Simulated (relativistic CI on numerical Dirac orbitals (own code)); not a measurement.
## Pb LIII: computed level list

Calculated at this level of theory: Dirac-Coulomb-Breit CI, separate exchange-only KLI orbitals for each configuration, model QED, unscaled Slater integrals (own radial code, finite nucleus).

Configurations in the expansion (outside the closed core [Ar]): 3d10.4s2, 3d10.4s.4p, 3d10.4p2, 3d10.4s.4d, 3d10.4s.4f, 3d10.4d2, 3d10.4p.4d, 3d10.4f2, 3d10.4p.4f, 3d10.4d.4f, 3d10.4s.5s, 3d10.4s.5p, 3d10.4s.5d, 3d10.4s.5f, 3d10.4s.5g, 3d10.4s.6s, 3d10.4s.6p, 3d10.4s.6d, 3d10.4s.6f, 3d9.4s2.4p, 3d10.4s.7s, 3d9.4s2.4d, 3d9.4s2.4f, 3d9.4s2.5s, 3d9.4s2.5p, 3d9.4s2.5d. Double excitations out of closed p, d and f shells are left out; levels of such configurations are missing from the list, as are those of other unlisted configurations, and high levels can miss mixing partners. These lack a partner that the ground configuration has and come out too high: 3d9.4s2.4p, 3d9.4s2.4d, 3d9.4s2.4f, 3d9.4s2.5s, 3d9.4s2.5p.

```
No.  Configuration  Term  J   E (Ry)    %  Next component (%)  jj configuration (%)
  1       3d10.4s2    1S  0   0.0000   99                               closed (99)
  2     3d10.4s.4p   3P°  0   7.6900  100                            4s 4p1/2 (100)
  3     3d10.4s.4p   3P°  1   8.3366   73              26 1P°         4s 4p1/2 (99)
  4       3d10.4p2    3P  0  17.6075   69               30 1S          4p1/2^2 (99)
  5     3d10.4s.4p   3P°  2  20.3752  100                            4s 4p3/2 (100)
  6     3d10.4s.4p   1P°  1  21.8607   73              26 3P°         4s 4p3/2 (99)
  7       3d10.4p2    3P  1  29.7213  100                         4p1/2 4p3/2 (100)
  8       3d10.4p2    1D  2  29.8315   63               33 3P      4p1/2 4p3/2 (96)
  9     3d10.4s.4d    3D  1  34.1559  100                            4s 4d3/2 (100)
 10     3d10.4s.4d    3D  2  34.5238   76               21 1D         4s 4d3/2 (94)
 11     3d10.4s.4d    3D  3  36.8109  100                            4s 4d5/2 (100)
 12     3d10.4s.4d    1D  2  37.5070   71               23 3D         4s 4d5/2 (92)
 13     3d10.4p.4d   3F°  2  42.2508   76              19 1D°     4p1/2 4d3/2 (100)
 14       3d10.4p2    3P  2  42.7523   61               36 1D          4p3/2^2 (97)
 15       3d10.4p2    1S  0  43.4126   69               31 3P          4p3/2^2 (99)
 16     3d10.4p.4d   3D°  1  43.7798   53              29 1P°      4p1/2 4d3/2 (99)
 17     3d10.4p.4d   3P°  2  45.7545   48              33 3D°     4p1/2 4d5/2 (100)
 18     3d10.4p.4d   3F°  3  45.7679   53              25 1F°      4p1/2 4d5/2 (97)
 19     3d10.4s.4f   3F°  3  51.1660   68              29 1F°         4s 4f5/2 (95)
 20     3d10.4s.4f   3F°  2  51.1942   99                             4s 4f5/2 (99)
 21     3d10.4s.4f   3F°  4  51.8459   99    1 3d10.4p.4d 3F°         4s 4f7/2 (99)
 22     3d10.4s.4f   1F°  3  52.1995   64              31 3F°         4s 4f7/2 (94)
 23     3d10.4p.4d   3D°  2  55.5850   50              27 1D°      4p3/2 4d3/2 (98)
 24     3d10.4p.4d   3P°  0  55.8568  100                         4p3/2 4d3/2 (100)
 25     3d10.4p.4d   3P°  1  55.9690   61              35 3D°      4p3/2 4d3/2 (99)
 26     3d10.4p.4d   3F°  3  56.1879   43              27 1F°      4p3/2 4d3/2 (88)
 27     3d10.4p.4d   3F°  4  57.6611   99    1 3d10.4s.4f 3F°      4p3/2 4d5/2 (99)
 28     3d10.4p.4d   3P°  2  58.1869   47              38 1D°      4p3/2 4d5/2 (98)
 29     3d10.4p.4d   3D°  3  59.2872   53              45 1F°      4p3/2 4d5/2 (92)
 30     3d10.4p.4d   1P°  1  59.4726   67              21 3P°      4p3/2 4d5/2 (98)
 31     3d10.4p.4f    3G  3  59.7180   73               19 1F     4p1/2 4f5/2 (100)
 32     3d10.4p.4f    3F  2  60.2228   48               30 1D      4p1/2 4f5/2 (99)
 33     3d10.4p.4f    3D  3  60.7144   52               31 3F     4p1/2 4f7/2 (100)
 34     3d10.4p.4f    3G  4  60.7482   43               30 1G      4p1/2 4f7/2 (99)
 35       3d10.4d2    3F  2  68.9265   73               22 1D          4d3/2^2 (98)
 36       3d10.4d2    3P  0  69.7164   70               29 1S          4d3/2^2 (98)
 37       3d10.4d2    3F  3  71.2334   85     7 3d10.4p.4f 3F      4d3/2 4d5/2 (85)
 38       3d10.4d2    1G  4  71.3193   57    16 3d10.4p.4f 3G      4d3/2 4d5/2 (69)
 39       3d10.4d2    3P  2  71.6037   38               31 1D      4d3/2 4d5/2 (86)
 40       3d10.4d2    3P  1  71.9396  100                         4d3/2 4d5/2 (100)
 41     3d10.4p.4f    1F  3  72.5016   36               30 3F      4p3/2 4f5/2 (82)
 42     3d10.4p.4f    3F  4  72.7785   61               20 3G      4p3/2 4f7/2 (71)
 43     3d10.4p.4f    3D  2  72.8019   44               40 3F      4p3/2 4f5/2 (87)
 44     3d10.4p.4f    3D  1  72.9411  100                         4p3/2 4f5/2 (100)
 45     3d10.4p.4f    3G  5  73.1946  100                         4p3/2 4f7/2 (100)
```

Energies count from the lowest computed level; ° marks odd parity. Filled j subshells are mostly left out of the jj labels.

The mean weight of the leading LS term, summed over parents, in these 45 levels is 71 %, and that of the leading jj configuration (from the same eigenvectors) 96 %, so jj coupling describes them better and the LS labels are nominal.

At this charge energies of transitions that change n are usually good to better than 1 %, and those within a shell (Δn = 0) to a few per cent.

LS names give the leading component of a level, which can be under half, so a name can repeat, a term be missing and a line seem to break the LS rules.
